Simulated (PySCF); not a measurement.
Species: PPAsAs tetrahedron, As₂P₂.
Bonds: P1–P2, P1–As3, P1–As4, P2–As3, P2–As4, As3–As4.

The calculation used PBE0-D3(BJ)/def2-SVP geometry optimisation, gas phase in PySCF 2.14.0.

**Question.** What internal coordinates does the optimisation give?

**Answer.** 
```
                   bond  length (Å)
                  P1–P2       2.216
P1–As3 and 3 like bonds       2.323
                As3–As4       2.420
```

Bonds in one row agree within 0.01 Å and their mean is given. A selection of angles:
```
     angle  degrees
 P2–P1–As3     61.5
As3–P1–As4     62.8
 P1–As3–P2     57.0
P1–As3–As4     58.6
```

All 4 As–P bonds measure 2.323 to 2.324 Å. As3 (arsenic bonded to As and 2 P) is pyramidal (angles 58.6°, 58.6° and 57.0°, sum 174.2°, 1.95 Å off the plane of its three neighbours). P1 (phosphorus bonded to 2 As and P) is pyramidal (angles 62.8°, 61.5° and 61.5°, sum 185.8°, 1.84 Å off the plane of its three neighbours).

Point group: C2v (tolerance 0.08 Å). No frequency check. The numbers are those of one conformer.

Time: 34 s. Hardware: one thread of an Arm Neoverse V2 (shared host). These figures are those of the optimisation.
